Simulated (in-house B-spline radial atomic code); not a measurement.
B3LYP (VWN-RPA) excitations of Tc7+

Method: B3LYP (VWN-RPA). Computed with a B-spline radial code for spherical atoms: linear response of the closed shell [Ar] 3d10 4s2 4p6 with the functional's adiabatic kernel; scalar-relativistic (spin-free one-electron X2C), finite nucleus, no spin-orbit coupling, no double excitations, S, P, D and F terms only; shells from n = 2 respond. Only terms of natural parity with L up to 3 were computed.

Command:
```bash
python run_td.py task.json out
```
Settings (radii: box in bohr, nucleus in fm):
```
Z                        43
electrons                36
configuration            [Ar] 3d10 4s2 4p6
hamiltonian              x2c
method                   b3lyp
box_radius               12.81
rms_radius               4.41117
intervals                70
```

Run time, properties included: 1.1 s on 1 thread of Intel(R) Xeon(R) 6975P-C (Granite Rapids), with other jobs on the host.

The lowest states, in the order of their Tamm-Dancoff energies; the method's threshold (minus the highest occupied level) is 144.41 eV. Labels give the largest channel, * marks a mixed state, and oscillator strengths are full-response dipole values. Semilocal kernels can invert the small singlet-triplet splittings of Rydberg terms. Energies in eV:

```json
{"state": "4p → 4d 3P", "full response": "?", "Tamm-Dancoff": "?", "oscillator strength": "-"}
{"state": "4p → 4d 3F", "full response": "?", "Tamm-Dancoff": "?", "oscillator strength": "-"}
{"state": "4p → 4d 1F", "full response": "46.02", "Tamm-Dancoff": "46.04", "oscillator strength": "-"}
{"state": "4p → 4d 1P", "full response": "56.57", "Tamm-Dancoff": "58.59", "oscillator strength": "5.41"}
{"state": "4p → 5s 3P", "full response": "68.37", "Tamm-Dancoff": "68.38", "oscillator strength": "-"}
{"state": "4p → 5s 1P", "full response": "69.29", "Tamm-Dancoff": "69.31", "oscillator strength": "0.604"}
{"state": "4s → 4d 3D", "full response": "74.34", "Tamm-Dancoff": "74.40", "oscillator strength": "-"}
{"state": "4p → 5p 3S", "full response": "77.58", "Tamm-Dancoff": "77.61", "oscillator strength": "-"}
{"state": "4s → 4d 1D", "full response": "78.11", "Tamm-Dancoff": "78.17", "oscillator strength": "-"}
{"state": "4p → 5p 3D", "full response": "78.33", "Tamm-Dancoff": "78.34", "oscillator strength": "-"}
```

Task: Where does 4p → 4d 3F lie?

Result: At 42.87 eV in full response, 43.02 eV in Tamm-Dancoff.

Task: Where does 4p → 4d 3P lie?

Result: At 42.32 eV in full response, 42.41 eV in Tamm-Dancoff.

Task: How large is the singlet-triplet splitting of 4p → 4d (F terms) in Tamm-Dancoff?

Result: 3.02 eV, from the unrounded values.

Task: What polarisabilities and dispersion coefficient does the method give?

Result: Dipole 1.437 bohr³, quadrupole 1.791 bohr⁵, C6 3.559 hartree·bohr⁶ for two such species.
